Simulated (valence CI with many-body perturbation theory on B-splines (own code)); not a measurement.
Which ion has this spectrum?

A relativistic CI+MBPT calculation for an atom or ion with 5 electrons gives these levels (Ry):

| J | Parity | E | g |
| --- | --- | --- | --- |
| 1/2 | odd | 0.00 | 0.62 |
| 1/2 | even | 18.13 | 2.05 |
| 3/2 | odd | 83.51 | 1.30 |
| 3/2 | even | 96.23 | 1.62 |
| 5/2 | even | 99.12 | 1.31 |
| 1/2 | even | 104.07 | 1.26 |
| 3/2 | even | 104.22 | 0.97 |
| 3/2 | odd | 123.10 | 1.32 |
| 5/2 | even | 181.05 | 1.42 |
| 1/2 | even | 188.54 | 1.92 |
| 3/2 | even | 188.59 | 1.17 |
| 3/2 | odd | 203.25 | 1.44 |
| 5/2 | odd | 204.90 | 1.17 |
| 1/2 | odd | 208.83 | 0.62 |

The energies are calculated, and their last digits are not significant.

Question: Which is it?
A. Er63+
B. Ho62+
C. Yb65+
D. Lu66+

Answer: C. Yb65+, ground level (2s^2 2p1/2) J=1/2.
